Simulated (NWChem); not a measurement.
Species: CH7AlP2; SMILES [CH3][Al]([PH2])[PH2]

```xyz
11

Al     0.3987     0.0447    -0.0160
C      2.3523    -0.0919    -0.0080
H      2.7450     0.0207    -1.0340
H      2.7051    -1.0649     0.3695
H      2.8159     0.7027     0.5992
P     -0.9324    -1.8747     0.1072
H     -0.1757    -2.5871    -0.8745
H     -1.9210    -1.4113    -0.8136
P     -0.6376     2.1310     0.1987
H     -1.6680     1.8650    -0.7540
H      0.2304     2.7743    -0.7376
```
Atoms are numbered in this order, from 1.

All runs use the structure optimised with PBE0/def2-SVP.

 Unshifted, non-relativistic core excitations; the lowest 4 roots alone, so stronger bands may lie above.

Problem. List the first Al K-edge excitations from PBE0/6-311G** (spherical d), restricted-window TDA (NWChem).

Solution. 
```json
[
 {"state": "S1", "energy (eV)": "1524.2", "dipole oscillator strength": "0.0061", "leading excitation (squared amplitude)": "1s of atom 1 or its equivalents → LUMO (0.97)"},
 {"state": "S2", "energy (eV)": "1526.1", "dipole oscillator strength": "0.0004", "leading excitation (squared amplitude)": "1s of atom 1 or its equivalents → LUMO+1 (0.81)"},
 {"state": "S3", "energy (eV)": "1526.5", "dipole oscillator strength": "0.0006", "leading excitation (squared amplitude)": "1s of atom 1 or its equivalents → LUMO+2 (0.90)"},
 {"state": "S4", "energy (eV)": "1527.2", "dipole oscillator strength": "0.0014", "leading excitation (squared amplitude)": "1s of atom 1 or its equivalents → LUMO+3 (0.90)"}
]
```
